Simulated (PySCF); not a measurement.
A calculated (B3LYP, PySCF 2.14, x2c-TZVPPall with one added diffuse shell each of s, p, d type, the spin-free X2C one-electron Hamiltonian (Gaussian nucleus)) atom or ion has these occupied shells.

```csv
shell,electrons,orbital energy (eV),"rms radius, mean of both spins (bohr)"
1s α,1,-3174.9,0.0992
1s β,1,-3174.3,0.0992
2s α,1,-335.36,0.450
2s β,1,-334.87,0.450
2p α,3,-266.74,0.419
2p β,3,-265.96,0.419
3s α,1,-54.231,1.43
3s β,1,-50.649,1.43
3p α,3,-38.005,1.59
3p β,1,-35.682,1.59
```

Problem. Name the element and its charge.

Solution. Ar²⁺ (argon, charge +2), in [Ne] 3s2 3p4, high-spin 3P determinant.
